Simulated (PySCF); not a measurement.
These compounds are isomers of formula C$_{6}$H$_{10}$O$_{2}$Si.

A. `[C@]1(C=C)(C(=O)O)[SiH2][C@H]1C`
B. `[C@@H]1(OC)[C@H](C(=C)C=O)[SiH2]1`
C. SMILES CC(=O)[C@@H]1C[C@@]1([SiH3])C=O
D. `C[SiH](C)/C=C/C(=O)C=O`

Spectrum 1. ¹H NMR (300 MHz, computed): δ 9.48 (s, 1H), 8.29 (m, 1H), 7.89 (d, 1H), 4.70 (m, 1H), 0.28 (d, 6H). ¹³C{¹H} NMR (computed): δ 199.2 (CH), 186.3 (C), 168.1 (CH), 139.1 (CH), -2.7 (CH3).

Spectrum 2. ¹H NMR (300 MHz, computed): δ 10.29 (s, 1H), 4.41 (s, 3H), 2.86 (m, 1H), 2.46 (s, 3H), 1.74 (m, 1H), 1.09 (m, 1H). ¹³C{¹H} NMR (computed): δ 217.1 (C), 209.6 (CH), 37.8 (CH), 35.5 (CH2), 32.8 (CH3), 28.5 (C).

Spectrum 3. ¹H NMR (300 MHz, computed): δ 6.14 (m, 1H), 6.13 (m, 1H), 6.06 (m, 1H), 5.99 (br s, 1H), 3.29 (m, 1H), 2.79 (m, 1H), 2.46 (m, 1H), 1.54 (d, 3H). ¹³C{¹H} NMR (computed): δ 181.4 (C), 136.8 (CH), 134.1 (CH2), 35.0 (C), 26.7 (CH), 15.7 (CH3).

Spectrum 4. ¹H NMR (300 MHz, computed): δ 9.27 (s, 1H), 6.46 (br s, 1H), 6.09 (br s, 1H), 4.54 (m, 1H), 4.03 (m, 1H), 3.16 (s, 3H), 2.68 (m, 1H), 2.07 (m, 1H). ¹³C{¹H} NMR (computed): δ 202.8 (CH), 159.6 (C), 132.9 (CH2), 68.7 (CH), 63.1 (CH3), 26.2 (CH).

How the numbers were obtained: geometry: GFN2-xTB, GIAO PBE0/pcSseg-1 shieldings, in PySCF (one computed conformer, averaged over atoms made equivalent by symmetry, fast rotation or ring inversion, in vacuum, non-relativistic).

δ = σ(ref) − σ, references computed at the same level: ¹H (σref 31.72), ¹³C (σref 186.93) vs TMS. Where no couplings were computed, multiplicities follow the n + 1 count of equivalent neighbours, and m marks all less simple cases (inequivalent or close neighbours, rings, F or P nearby). Acid and N–H amide carbonyl carbons lie up to 10 ppm further downfield in solution (hydrogen bonding). Shifts are as computed. Against solution values, carbons near 30 ppm lie about +3 ppm off and those near 130 ppm about +5 ppm. Of 1211 compounds with measured shifts, 218 miss one by over three times the rms of a fit or turn the order of signals round; such compounds aren't used in these exercises. OH and NH positions are gas-phase values without hydrogen bonding to other molecules.

Problem. Match each spectrum to its structure.

Solution. 1–D, 2–C, 3–A, 4–B.

- Spectrum 1 (D): 5 ¹³C signals; δC 199.2 is an aldehyde carbonyl carbon; δC 186.3 is a ketone carbonyl carbon.
- Spectrum 2 (C): 6 ¹³C signals; δC 217.1 is a ketone carbonyl carbon; δC 209.6 is an aldehyde carbonyl carbon.
- Spectrum 3 (A): 6 ¹³C signals; δC 181.4 is a carboxylic acid carbon; δC 136.8 is an alkene CH.
- Spectrum 4 (B): 6 ¹³C signals; δC 202.8 is an aldehyde carbonyl carbon; δC 159.6 is an α carbon of a C=C–C=O unit.
